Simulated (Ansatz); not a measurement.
Reaction (SMILES): C1CCC1N → NC1CC[CH]1 + H atom (the C-H bond breaks)

Property: bond dissociation energy (enthalpy at 298 K), in kcal/mol. Terms: dispersion terms only where a functional's name holds one; non-relativistic; frozen cores in correlated levels; UHF or UKS for open shells; six Cartesian d functions in 6-31G* and its kin unless marked 5d; 6-311+G** with 5d; LANL2DZ all-electron up to Ne; no spin-orbit coupling. CBS marks a two-point X^-3 extrapolation of the correlation energy; Hartree-Fock from the larger set. [CCSD(T)-MP2]/basis is that difference in the basis named. First-principles rows: single points at B3LYP-D3(BJ) geometries (Ansatz, a quantum-chemistry and plane-wave program), with unscaled harmonic terms from B3LYP/6-31G* (Ansatz) at its own minima.

Coupled cluster (Ansatz) is a level with limits of its own, used here on species with T1 under 0.025 (0.045 for open shells) and stable references: RI-MP2/CBS(cc-pVTZ,cc-pVQZ)+[CCSD(T)-MP2]/cc-pVTZ.

Value to compare with, RI-MP2/CBS(cc-pVTZ,cc-pVQZ)+[CCSD(T)-MP2]/cc-pVTZ (Ansatz): 102.1 kcal/mol.

```
level             program  bond dissociation energy (enthalpy at 298 K) (kcal/mol)  difference
----------------  -------  -------------------------------------------------------  ----------
B3LYP/STO-3G       Ansatz                                                    127.0        24.9
B3LYP/3-21G        Ansatz                                                    102.5         0.4
B3LYP/LANL2DZ      Ansatz                                                     99.5        -2.6
B3LYP/6-31G        Ansatz                                                     99.1        -3.0
B3LYP/6-31G*       Ansatz                                                     99.0        -3.1
B3LYP/6-31+G*      Ansatz                                                     98.2        -3.9
B3LYP/6-31G**      Ansatz                                                     99.7        -2.4
B3LYP/def2-SVP     Ansatz                                                     97.5        -4.6
B3LYP/cc-pVDZ      Ansatz                                                     97.2        -4.9
B3LYP/6-311+G**    Ansatz                                                     97.7        -4.4
B3LYP/def2-TZVPD   Ansatz                                                     97.5        -4.6
```

Among the 10 habitual levels, B3LYP/STO-3G lies farthest from RI-MP2/CBS(cc-pVTZ,cc-pVQZ)+[CCSD(T)-MP2]/cc-pVTZ (Ansatz) (24.9 kcal/mol) and B3LYP/3-21G nearest (0.4); 2 of 10 lie above it, and their mean absolute difference is 5.4 kcal/mol, the median 3.5. One case shows no general order.

The sets are all those run for this method; left out are runs that failed, that the program found above a lower state of the same kind, or whose <S^2> lies over 0.5 above the pure value.
